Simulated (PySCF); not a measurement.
C2H6BNO, SMILES NB1CCO1. The structure is a stationary point at PBE0-D3(BJ)/def2-SVP. This is a generated structure with no PubChem entry under its InChIKey; it may be hypothetical. Other conformers were not sampled.

Computed equilibrium geometry at PBE0-D3(BJ)/def2-SVP (PySCF confirms it by a frequency run) as a Z-matrix, and its point group (one conformer of several):
point group Cs.
```
B
O 1 1.3836
N 1 1.3958 2 126.47
H 3 1.0088 1 123.02 2 180.00
H 3 1.0113 4 114.77 1 180.00
C 2 1.4412 1 90.21 3 180.00
H 6 1.1029 2 110.78 1 119.61
H 6 1.1029 7 108.75 2 -121.98
C 6 1.5386 7 115.37 8 -131.44
H 9 1.0991 6 115.18 7 -0.22
H 9 1.0991 10 109.30 6 -131.51
```
Charge 0, spin multiplicity 1.
